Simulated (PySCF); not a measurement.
Interval between two levels of Sc⁺ by level of theory

Sc⁺ [Ar] 3d1 4s1 [3D3, M_J = 3] → Sc⁺ [Ar] 4s2, as a difference of total energies. Computed with PySCF 2.14 in x2c-TZVPall-2c, with the two-component X2C-1e Hamiltonian. Correlated levels: [Ne] frozen. "Screened" scales the spin-orbit matrix elements by Boettger's factors to mimic the two-electron term; Breit and QED terms are absent.

```csv
method,interval between two levels (cm⁻¹),error (cm⁻¹)
GHF (spin-free),15882,+4324
GMP2 (spin-free),8146.6,-3412
GHF (screened spin-orbit),15809,+4250
GMP2 (screened spin-orbit),8070.3,-3488
```

Reference: 11559 cm⁻¹ (measured; NIST Handbook of Basic Atomic Spectroscopic Data (Sansonetti and Martin, J. Phys. Chem. Ref. Data 34, 1559 (2005))).

Errors of the correlated levels include the incompleteness of this basis and the frozen core.

The labels give the starting determinants; with spin-orbit coupling the two ends relaxed to ⟨J²⟩ = 12.01, ⟨L²⟩ = 6.01, ⟨S²⟩ = 2.00 and ⟨J²⟩ = 0.00, ⟨L²⟩ = 0.00, ⟨S²⟩ = 0.00.
